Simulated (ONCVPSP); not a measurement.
What one change does to a pseudopotential (tantalum (Ta), ONCV)

* Element: tantalum (Ta)
* Generator: ONCVPSP 4.0.1
* Type: optimised norm-conserving Vanderbilt (ONCV)
* Functional: Wu-Cohen
* Relativity: fully relativistic
* Frozen core: [Kr] 4d10 4f14 5s2
* Valence charge: 11
* Reference configuration: 5p6 5d4 6s1
* Partial waves: 6s: rc 2.95 bohr, ncon 3, nbas 7, qcut 2.5 1/bohr, 1 projector; 5p: rc 1.45 bohr, ncon 4, nbas 8, qcut 4.6 1/bohr, 1 projector; 5d: rc 3.00 bohr, ncon 3, nbas 8, qcut 5.1 1/bohr, 2 projectors, debl 0.7 Ha
* Local potential: polynomial inside 1.35 bohr (lpopt 4, dvloc0 1 Ha)
* Core correction: none

Open shells are filled in proportion to 2j + 1.

All-electron outer shells of the reference configuration (Wu-Cohen, scalar-relativistic, ld1.x):

```json
{"shell": "5p", "level (eV)": "-37.82", "outermost node (bohr)": "0.58", "outermost maximum (bohr)": "1.13"}
{"shell": "4f", "level (eV)": "-23.00", "outermost node (bohr)": "–", "outermost maximum (bohr)": "0.44"}
{"shell": "6s", "level (eV)": "-5.00", "outermost node (bohr)": "1.33", "outermost maximum (bohr)": "2.81"}
{"shell": "5d", "level (eV)": "-2.66", "outermost node (bohr)": "0.65", "outermost maximum (bohr)": "1.62"}
```

Change: d: ncon 4, nbas 9.

Cutoffs: the cutoffs (Ha) at which the residual kinetic energy of the hardest occupied pseudo-wave falls to 1 and 0.1 mHa per electron; they do not see the model core or the augmentation charge, which bear on the density cutoff. Errors are all-electron minus pseudo energies relative to the spin-unpolarised reference configuration.

Task: What does the change do?

Result: The potential gets neither clearly harder nor softer (80 Ha and 99 Ha → 80 Ha and 99 Ha); both files keep a bound ghost (s); of the 4 tests that both files solve, the error grows in 1 and shrinks in 3 by more than 15 % and 0.3 meV (median size 13.3 → 10.4 meV).

```csv
quantity,base,changed
"cutoff, loose",80 Ha,80 Ha
"cutoff, tight",99 Ha,99 Ha
loose cutoff by channel,"s 2.5 Ha, p 80 Ha, d 8.8 Ha","s 2.5 Ha, p 80 Ha, d 9.0 Ha"
bound ghosts,s,s
GHOST(+) flags under 300 eV,none,none
"error for 5p6 5d3 6s2, meV [ΔE -2.10 eV]",+13,+9.6
"error for 5p6 5d3 6s1, meV [ΔE 6.42 eV]",+13,+11
"error for 5p6 5d3 6s0, meV [ΔE 21.39 eV]",-0.8,-2.7
"error for 5p6 5d2 6s2, meV [ΔE 5.63 eV]",+92,+75
s: phases at 2.99 bohr within 0.05 rad from the reference energy up to (Ha; the scan ends near 5),n/a,n/a
p3/2: phases at 1.47 bohr within 0.05 rad from the reference energy up to (Ha; the scan ends near 5),2.3,2.3
p1/2: phases at 1.47 bohr within 0.05 rad from the reference energy up to (Ha; the scan ends near 5),2.5,2.5
d5/2: phases at 3.05 bohr within 0.05 rad from the reference energy up to (Ha; the scan ends near 5),3.1,3.2
d3/2: phases at 3.05 bohr within 0.05 rad from the reference energy up to (Ha; the scan ends near 5),3.0,3.1
```

 A true bound ghost makes a file unfit for plane-wave use even where its test errors are small: the radial tests pick states by their node count and pass the ghost by.
